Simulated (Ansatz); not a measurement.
CH2O, SMILES `[CH]O` (excited triplet; H–C–O–H torsion 102°) (charge 0, multiplicity 3). This triplet is an excited state, 0.96 eV above the relaxed singlet at the level composite: frozen-core CCSD(T) with HF/cc-pVQZ and the correlation energy extrapolated as X^-3 from cc-pVTZ and cc-pVQZ, plus CCSDT(Q) minus CCSD(T) in cc-pVDZ // PBE0-D3(BJ)/def2-TZVP (Ansatz, a quantum-chemistry and plane-wave program).

Cartesian coordinates (Å):
SMILES: [CH]O
```xyz
4

C      0.5443     0.2858    -0.2454
O     -0.6747     0.2790     0.2752
H      1.3963    -0.2495     0.1772
H     -1.2658    -0.3153    -0.2070
```
Charge 0, spin multiplicity 3.

Frozen-core energies in cc-pVDZ from Ansatz at a geometry from PBE0-D3(BJ)/def2-TZVP; the HF reference has <S^2> = 2.01 and the T1 diagnostic is 0.020.

| level | energy (Ha) |
|---|---|
| HF | -113.78948 |
| MP2 | -114.06618 |
| CCSD | -114.08711 |

Problem. Estimate the energies of CCSD(T), CCSDT and CCSDT(Q), and give each level's difference from CCSDT(Q).

Solution. 
| level | energy (Ha) | difference from CCSDT(Q) (mHa) |
|---|---|---|
| MP2 | -114.06618 | 28.83 |
| CCSD | -114.08711 | 7.90 |
| CCSD(T) | -114.09377 | 1.24 |
| CCSDT | -114.09437 | 0.64 |
| CCSDT(Q) | -114.09501 | 0.00 |
